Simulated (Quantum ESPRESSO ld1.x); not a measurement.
The molybdenum ion Mo2+, configuration [Kr] 4d4 (the NIST ground configuration).

All-electron calculation, scalar-relativistic Kohn-Sham, LDA (Slater exchange, Perdew-Zunger correlation), spin-polarised, spherical densities, point nucleus; open shells are filled with parallel spins first. Program: ld1.x of Quantum ESPRESSO 7.5.

Energy parts (Ry):
| part | energy |
|---|---|
| total | -8087.3364 |
| kinetic | 8336.4685 |
| electron-nucleus | -19445.7015 |
| Hartree | 3259.4985 |
| exchange-correlation | -237.6019 |

Orbitals (lengths in bohr, moments of r in powers of bohr):
orbital  occ.  eigenvalue (Ry)      <r>   <1/r>
1s up       1         -1456.27  0.03520   43.50
1s down     1         -1456.27  0.03520   43.50
2s up       1         -206.905   0.1539   9.792
2s down     1         -206.872   0.1539   9.793
2p up       3         -185.250   0.1340   9.528
2p down     3         -185.224   0.1340   9.528
3s up       1         -36.3058   0.4298   3.360
3s down     1         -36.2824   0.4297   3.360
3p up       3         -29.2121   0.4313   3.198
3p down     3         -29.1865   0.4311   3.199
3d up       5         -17.6344   0.4157   2.968
3d down     5         -17.5998   0.4154   2.968
4s up       1         -6.15001    1.105   1.236
4s down     1         -5.98371    1.100   1.243
4p up       3         -4.24664    1.229   1.095
4p down     3         -4.06753    1.223   1.102
4d up       4         -1.61612    1.717  0.7712
4d down     0         -1.42795    1.744  0.7657

The highest occupied level is 4d up at -21.988 eV. The density falls to 0.001 e/bohr^3 at r = 3.58 bohr. Summed over all electrons, <r^2> = 31.10 bohr^2, which gives a Langevin (diamagnetic) susceptibility term of -24.6 x 10^-6 cm^3/mol. Spin moment in Bohr magnetons: 4.
